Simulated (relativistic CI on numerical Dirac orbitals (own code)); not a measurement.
Crystal-field levels of Pt4+, 5d6

Calculated by Dirac-Coulomb-Breit CI, orbitals from a KLI potential per configuration, QED by a radiative potential, valence Slater integrals scaled by 0.75, one configuration in a parametric crystal field (own radial code).

Field parameters in Wybourne normalisation: D4h B²₀ = −7Ds, B⁴₀ = 21(Dq − Dt), B⁴₄ = 21√(5/14) Dq. The field is a parameter set, without covalency.

S is read from ⟨S²⟩ = S(S + 1).

Levels (cm⁻¹, degeneracy): 0 (1), 28365 (1), 29429 (1), 30044 (2), 31696 (1), 32702 (1), 33547 (2), 37184 (1), 37332 (1), 39218 (2), 40832 (1), 41673 (1).

Question: Which field gives this pattern?
A. D4h, 10Dq = 44350, Ds = 140, Dt = 540 cm⁻¹
B. D4h, 10Dq = 44350, Ds = 1770, Dt = 540 cm⁻¹
C. D4h, 10Dq = 44350, Ds = 1360, Dt = 540 cm⁻¹
D. D4h, 10Dq = 44350, Ds = -680, Dt = 540 cm⁻¹

Answer: A. D4h, 10Dq = 44350, Ds = 140, Dt = 540 cm⁻¹, ground level with S = 0.18.
